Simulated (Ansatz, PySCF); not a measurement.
GeH5, SMILES [GeH5-], charge -1. Atoms are numbered in the order given.

```xyz
6

Ge     0.0000     0.0000    -0.0038
H      0.0000     0.0000     1.7277
H      0.0000     0.0000    -1.7352
H      1.3735     0.7930    -0.0038
H     -1.3735     0.7930    -0.0038
H      0.0000    -1.5860    -0.0038
```
Charge -1, spin multiplicity 1.

The structure is a stationary point at B3LYP-D3(BJ)/def2-TZVPD.

Two levels are set side by side: PBE-D3(BJ)/def2-TZVPD (Ansatz, a first-principles code) and B3LYP-D3(BJ)/def2-TZVPD (Ansatz). Each level has its own optimised geometry; the coordinates shown are those of the second. Frequencies come from the Hessian of PySCF at each geometry. Differences are taken from unrounded values.

```tsv
quantity	B3LYP-D3(BJ)	PBE-D3(BJ)	PBE-D3(BJ) minus B3LYP-D3(BJ)
mean bond length (Å)	1.644	1.654	0.010
bond Ge1–H2 (Å)	1.731	1.737	0.006
bond Ge1–H3 (Å)	1.731	1.737	0.006
bond Ge1–H4 (Å)	1.586	1.598	0.012
bond Ge1–H5 (Å)	1.586	1.598	0.012
bond Ge1–H6 (Å)	1.586	1.598	0.012
highest harmonic wavenumber (cm⁻¹)	1857	1797	-61
mean harmonic wavenumber (cm⁻¹)	1147	1110	-36
zero-point energy (kcal/mol)	19.67	19.05	-0.62
```

GGA bonds tend to be longer and softer than those of functionals with exact exchange. Differences between two approximate levels are no errors against the true value.
